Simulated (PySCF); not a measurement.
Computed shifts of a molecule GeH7NSi, PySCF with PBE/pcSseg-1, GIAO, gas phase, atoms alike by connectivity averaged where their shifts nearly agree, in ppm (number of nuclei): ²⁹Si: -48.0 (1). ¹⁵N: -0.5 (1). ¹H: 5.29 (3), 5.20 (3), -0.95 (1). References: ²⁹Si against TMS (σ = 335.4 ppm); ¹⁵N against NH3 (σ = 267.0 ppm); ⁷³Ge against GeH4 (σ = 1614.4 ppm); ¹H against TMS (σ = 31.49 ppm), references at their B3LYP-D3(BJ)/def2-TZVP geometries, non-relativistic. Geometry: B3LYP-D3(BJ)/def2-SVP. Other conformers were not sampled.

### Question
Identify the compound among the candidates.
(A) [NH2][GeH2][SiH3]
(B) N[SiH2][GeH3]
(C) [SiH3][NH][GeH3]

### Answer
C, [SiH3][NH][GeH3]
